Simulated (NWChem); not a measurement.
System: SnH4; SMILES [SnH4]

```xyz
5

Sn     0.0000     0.0000     0.0000
H      1.1107     0.0000     1.3022
H      0.8038    -0.4721    -1.4354
H     -0.6461     1.5724    -0.1988
H     -1.2684    -1.1003     0.3320
```
Atoms are numbered in this order, from 1.

Computed with NWChem. The geometry was optimised at PBE0/def2-SVP. def2 effective core potentials on Sn; no spin-orbit coupling. Level: PBE0/def2-SVPD; rows give the wavelength of the field.

| field | isotropic polarisability (bohr³) | anisotropy (bohr³) |
|---|---|---|
| static | 44.9 | 0.0 |
| 1065 nm | [?] | 0.0 |
| 589 nm | 46.9 | 0.0 |
| 400 nm | 49.4 | 0.0 |

Problem. What belongs in the gaps?

Solution. 
- 1065 nm, isotropic polarisability (bohr³): 45.5
